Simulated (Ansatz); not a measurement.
The same path of BCl2H + ClH (6 atoms, charge 0, multiplicity 1) was run twice with different band settings. Lost on the way: B1–H2, Cl5–H6. Made: B1–Cl5, H2–H6.

Theory: RKS PBE/6-31G* in Ansatz.

Relaxed end points:

```xyz
6
Properties=species:S:1:pos:R:3
B -0.010 0.513 -0.259
H -0.016 0.755 0.912
Cl 1.520 0.403 -1.107
Cl -1.531 0.335 -1.110
Cl 0.058 -2.677 1.180
H 0.108 -2.253 2.405
```

```xyz
6
Properties=species:S:1:pos:R:3
B 0.015 -0.677 -0.806
H 0.025 0.267 2.581
Cl 1.517 0.209 -0.995
Cl -1.522 0.154 -0.967
Cl 0.049 -2.398 -0.461
H 0.045 -0.478 2.667
```

Common settings: movable images 9; climbing image yes; spring 5.0 eV/Å²; optimiser quadratic models (default); force threshold 0.05 eV/Å; iteration limit 60; end points relaxed.

| run | start path |
| --- | --- |
| 1 | through a guess of the saddle point |
| 2 | straight line |

Problem. What does each run give, and how far can it be trusted?

Solution. Run 1: converged after 22 iterations, highest image 0.874 eV above the first end. A vibrational analysis at the climbing image gives one clearly imaginary mode, 769i cm⁻¹: a first-order saddle point.
Run 2: converged after 42 iterations, highest image 0.874 eV above the first end. Another band between the same ends (9 images) ends at a top of the same energy, where a vibrational analysis finds 1 clearly imaginary mode.
The orbitals stay closed-shell, which can raise the energy where a bond breaks towards radicals; this wasn't checked here.
